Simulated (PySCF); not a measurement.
**LaSBr: adding exact exchange**

Base calculation in PySCF with density fitting and no spin–orbit coupling, PBE/def2-TZVP (scalar-relativistic core potentials): singlet, Cs, La–Br 2.787 Å, La–S 2.433 Å; Br–La–S 110.2°; wavenumbers 78, 216, 432 cm⁻¹; dipole moment 8.02 D, gap between the highest occupied and lowest empty levels 2.10 eV, polar-tensor charge of La 1.46 e.

**Question.** What changes on going to PBE0/def2-TZVP (scalar-relativistic core potentials)?

**Answer.** The point group stays the same. Changes: mean bond to La -0.012 Å, smallest bond angle +2.0 degrees, highest wavenumber +22 cm⁻¹, lowest wavenumber -2 cm⁻¹, dipole moment +0.43 D, gap between the highest occupied and lowest empty levels +1.68 eV, polar-tensor charge of La +0.19 e. The new structure has La–Br 2.783 Å, La–S 2.414 Å; Br–La–S 112.2°, with wavenumbers 76, 221, 454 cm⁻¹. Exact exchange shortens and stiffens the bonds and opens the gap, the usual pattern.

Only the bonding shown was studied: isomers, or loss of a ligand pair, can lie lower.
